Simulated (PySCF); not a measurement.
**SMILES [Br][GeH2][CH]1CC1, C$_{3}$H$_{7}$BrGe**

Molfile (atoms numbered from 1):
```
C3H7BrGe
     RDKit          3D

 12 12  0  0  0  0  0  0  0  0999 V2000
    1.9414    0.9425    1.7958 Br  0  0  0  0  0  0  0  0  0  0  0  0
    1.7135   -0.0484   -0.2398 Ge  0  0  0  0  0  4  0  0  0  0  0  0
   -0.2006   -0.3100   -0.5863 C   0  0  0  0  0  0  0  0  0  0  0  0
   -1.1543   -0.6108    0.5351 C   0  0  0  0  0  0  0  0  0  0  0  0
   -1.2024    0.7175   -0.1393 C   0  0  0  0  0  0  0  0  0  0  0  0
    2.5180   -1.3295   -0.1575 H   0  0  0  0  0  0  0  0  0  0  0  0
    2.3950    0.8831   -1.2213 H   0  0  0  0  0  0  0  0  0  0  0  0
   -0.4060   -0.7969   -1.5319 H   0  0  0  0  0  0  0  0  0  0  0  0
   -0.7721   -0.6458    1.5472 H   0  0  0  0  0  0  0  0  0  0  0  0
   -1.9493   -1.3176    0.3486 H   0  0  0  0  0  0  0  0  0  0  0  0
   -0.8508    1.5759    0.4187 H   0  0  0  0  0  0  0  0  0  0  0  0
   -2.0311    0.9394   -0.7953 H   0  0  0  0  0  0  0  0  0  0  0  0
  1  2  1  0
  2  3  1  0
  3  4  1  0
  4  5  1  0
  5  3  1  0
  2  6  1  0
  2  7  1  0
  3  8  1  0
  4  9  1  0
  4 10  1  0
  5 11  1  0
  5 12  1  0
M  END
```

Theory: PySCF, GIAO PBE/pcSseg-1 magnetisability, rotational g tensor and spin-rotation constants, non-relativistic, gas phase. Geometry: GFN2-xTB.

The calculation is non-relativistic, which matters for the atoms heavier than Zn.

Problem. How diamagnetic is it, and how anisotropic?

Solution. Isotropic -1608 × 10⁻³⁰ J/T², or -96.9 × 10⁻⁶ cm³/mol; principal values -1722, -1558, -1545 × 10⁻³⁰ J/T², anisotropy 171 × 10⁻³⁰ J/T² (root of half the summed squared differences of the principal values). The susceptibility is in cgs units.

Problem. Split it along the inertial axes a, b, c into diamagnetic and paramagnetic parts about the centre of mass, with the quadrupole moment.

Solution. 
| axis | χ (10⁻⁶ cm³/mol) | diamagnetic (10⁻⁶ cm³/mol) | paramagnetic (10⁻⁶ cm³/mol) | summed x² of all electrons (Å²) | quadrupole Θ (D Å) |
| --- | --- | --- | --- | --- | --- |
| a | -103.0 | -500.2 | 397.2 | 191.3 | +2.74 |
| b | -93.7 | -929.6 | 835.9 | 90.1 | -0.22 |
| c | -93.8 | -1193.5 | 1099.7 | 27.9 | -2.52 |

Anisotropies 2χaa − χbb − χcc = -18.5 and 2χbb − χaa − χcc = +9.4 × 10⁻⁶ cm³/mol. Θ is traceless in Buckingham's convention.

Problem. And the rotational g tensor?

Solution. 
| axis | rotational constant (GHz) | g | nuclear part | electronic part |
| --- | --- | --- | --- | --- |
| a | 2.9007 | +0.0051 | 0.5464 | -0.5413 |
| b | 1.3597 | -0.0024 | 0.5315 | -0.5340 |
| c | 1.0099 | -0.0011 | 0.5206 | -0.5217 |

Asymmetric top; isotopes 79Br, 12C, 74Ge, 1H; no vibrational averaging.
